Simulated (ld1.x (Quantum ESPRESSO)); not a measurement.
## Cl (Z = 17): excitation energies, all-electron against PAW

```
Element                 : chlorine
Generator               : ld1.x (Quantum ESPRESSO) 7.5
Type                    : PAW
Functional              : LDA (PZ)
Relativity              : non-relativistic
Frozen core             : [Ne]
Valence charge          : 7
Reference configuration : 3s2 3p4.75 (charge +0.25)
Partial waves           : 3s (bound): rcut 0.95, rcutus 1.10 bohr; 3s channel at -1.35 Ry: rcut 0.95, rcutus 1.10 bohr; 3p (bound): rcut 1.00, rcutus 1.30 bohr; 3p channel at -0.5 Ry: rcut 1.00, rcutus 1.30 bohr
Local potential         : all-electron potential smoothed inside 1.15 bohr (lloc = -1)
Core correction         : Bessel-smoothed model core inside 0.80 bohr
Augmentation charge     : PSQ, radius 0.85 bohr
```

Energies are relative to the spin-unpolarised reference configuration 3s2 3p4.75; without spin polarisation the order of configurations can differ from experiment. Spin-polarised rows fill each open shell by Hund’s rule, majority spin first. The frozen-core shift is the all-electron ΔE with the core orbitals held at their reference shape minus the fully relaxed ΔE.

Q: Give the all-electron excitation energy and the error of the potential for: 3s2 3p5; 3s2 3p4; 3s2 3p3; 3s2 3p5.3; 3s1 3p6; 3s2 3p1; 3s2 3p2; 3s2 3p4.75 (spin-polarised); 3s2 3p5 (spin-polarised).

A:

| valence configuration | charge | ΔE all-electron (eV) | error AE − PS (meV) | frozen-core shift (meV) |
| --- | --- | --- | --- | --- |
| 3s2 3p5 | 0 | -2.496 | 0.0 | 0.0 |
| 3s2 3p4 | +1 | 11.491 | -0.6 | +0.7 |
| 3s2 3p3 | +2 | 37.031 | -6.7 | +7.4 |
| 3s2 3p5.3 | -0.3 | -4.672 | -0.1 | +0.1 |
| 3s1 3p6 | 0 | 9.370 | -0.1 | +0.1 |
| 3s2 3p1 | +4 | 127.801 | -94 | +98 |
| 3s2 3p2 | +3 | 75.433 | -30 | +33 |
| 3s2 3p4.75 (spin-polarised) | +0.25 | -0.303 | -0.3 | +0.3 |
| 3s2 3p5 (spin-polarised) | 0 | -2.682 | -0.2 | +0.2 |

Note: ghost state, extra bound levels that the all-electron valence spectrum of the same l lacks: s at -94.3 eV. A true bound ghost makes a file unfit for plane-wave use.
